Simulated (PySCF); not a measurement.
C3H3BrF2, SMILES F[C@H]1[C@H](Br)[C@H]1F.

Geometry: PBE0-D3(BJ)/def2-SVP. The structure was generated by enumeration; whether it is a known compound was not checked.

Two levels are set side by side: TDDFT-PBE/def2-SVPD (PySCF) and TDDFT-B3LYP/def2-SVPD (PySCF). Vertical, same geometry. The lowest singlet is HOMO→LUMO 99 % with PBE and HOMO→LUMO 99 % with the other functional; states are paired by order. Differences are taken from unrounded values.

| quantity | TDDFT-B3LYP | TDDFT-PBE | TDDFT-PBE minus TDDFT-B3LYP |
|---|---|---|---|
| lowest singlet excitation (eV) | 5.61 | 5.22 | -0.39 |
| lowest triplet excitation (TDA) (eV) | 5.02 | 4.67 | -0.35 |
| first bright state (f over 0.05) (eV) | 7.46 | 7.00 | -0.45 |
| its oscillator strength | 0.07 | 0.05 | -0.01 |

A lower first singlet is the usual sign of a functional without exact exchange. Differences between two approximate levels are no errors against the true value.

Rough cost on one machine, each run with all the roots and properties that it gave: TDDFT-B3LYP against TDDFT-PBE about 4 times.
